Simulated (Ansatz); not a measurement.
The cluster Rb3F3. The state is a triplet with charge 0. Geometry PBE0-D4/def2-SVP, that of the neutral singlet.

```xyz
6

Rb   -0.816    1.204    2.435
Rb   -1.111   -0.722   -0.862
Rb    2.679   -0.138   -0.931
F     0.936   -1.024   -2.387
F    -2.566    0.364    0.959
F     0.878    0.315    0.784
```

In the def2 sets Rb takes a core potential; there is no spin–orbit coupling. At PBE-D4/def2-TZVP, r2SCAN-D4/def2-TZVP the gap within one spin of the charge 0 triplet nearly closes, so an electron or hole may be smeared out by delocalisation error. At PBE0-D4/def2-TZVP a singlet of charge 0 lies 5.62 eV below the triplet at the same geometry. Another isomer (singlet) lies 0.03 eV lower at PBE0-D4/def2-TZVP; other spin states weren't run for this one.

(1) Estimate the α-spin orbital energies around the gap (eV) in Ansatz with PBE-D4/def2-TZVP, r2SCAN-D4/def2-TZVP, PBE0-D4/def2-TZVP.

Answers

(1) 
```csv
orbital,PBE-D4/def2-TZVP,r2SCAN-D4/def2-TZVP,PBE0-D4/def2-TZVP
HOMO−5,-8.07,-8.67,-10.68
HOMO−4,-8.03,-8.65,-10.65
HOMO−3,-8.00,-8.59,-9.22
HOMO−2,-7.79,-8.17,-9.02
HOMO−1,-7.73,-8.11,-8.96
HOMO,-1.83,-1.78,-2.00
LUMO,-1.42,-1.34,-1.05
LUMO+1,-1.12,-0.98,-0.80
LUMO+2,-0.82,-0.84,-0.56
LUMO+3,-0.42,-0.35,-0.13
LUMO+4,-0.39,-0.32,-0.10
LUMO+5,-0.31,-0.14,-0.03
β HOMO,-7.53,-7.69,-8.43
β LUMO,-7.50,-7.66,-7.36
```
